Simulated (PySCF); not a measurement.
Ga(OH)(OEt)(NH2), SMILES CC[O][Ga]([NH2])[OH] (C₂H₈GaNO₂), B3LYP/def2-SVP optimised geometry.

```
14

Ga     0.23    -0.25     0.00
O     -0.79    -1.72    -0.09
H     -0.30    -2.55    -0.13
O     -0.61     1.33     0.00
C     -2.00     1.49    -0.20
C     -2.43     1.18    -1.63
H     -2.59     0.87     0.50
H     -2.24     2.55     0.03
H     -2.25     0.12    -1.87
H     -3.51     1.38    -1.78
H     -1.87     1.80    -2.35
N      2.04    -0.25     0.00
H      2.59    -1.06     0.25
H      2.55     0.61     0.20
```

Density from PySCF with B3LYP/def2-TZVP at that geometry.

Minimum of the electron density along straight lines between bonded atoms, close to the bond critical point (lines longer than 1.1 times the sum of covalent radii, or with two minima, are not listed):

```tsv
bond	length / Å	ρ at the minimum / e bohr⁻³	∇²ρ there / e bohr⁻⁵	position (fraction from the first atom)
Ga1–O2	1.794	0.132	0.70	0.48
O2–H3	0.965	0.355	-2.32	0.80
Ga1–O4	1.785	0.134	0.71	0.48
O4–C5	1.414	0.259	-0.59	0.64
C5–C6	1.524	0.253	-0.65	0.50
C5–H7	1.108	0.278	-0.96	0.64
C5–H8	1.106	0.279	-0.97	0.64
C6–H9	1.103	0.272	-0.91	0.64
C6–H10	1.103	0.271	-0.91	0.64
C6–H11	1.102	0.272	-0.92	0.64
Ga1–N12	1.815	0.136	0.56	0.48
N12–H13	1.014	0.332	-1.58	0.73
N12–H14	1.015	0.331	-1.58	0.73
```
